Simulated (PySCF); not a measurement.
```xyz
5
charge 0 multiplicity 1, angstrom
Se    0.0000    0.0000   -0.4119
O     0.0000    1.3968   -1.1648
O     0.0000   -1.3968   -1.1648
Cl    1.6486    0.0000    1.0038
Cl   -1.6486    0.0000    1.0038
```

Computed with PySCF, PBE0, basis Se def2-SVP, O def2-SVP, Cl def2-SVP (no relativity, density fitting).

This geometry of SeO₂Cl₂ is a stationary point at this level.

What is the point group?

C2v.

Is it a minimum?

Yes: all harmonic wavenumbers are real.

What are the dipole moment and the gap between the highest occupied and lowest empty levels?

1.71 D and 5.72 eV.

Give the atomic charges and bond orders.


```
 atom  Mulliken  Löwdin  polar tensor  Mayer order to Se1
  Se1      1.07    0.82          2.14                   –
 O2,3     -0.43   -0.39         -0.63                1.71
Cl4,5     -0.11   -0.02         -0.44                0.89
```

This need not be the most stable arrangement of these atoms.
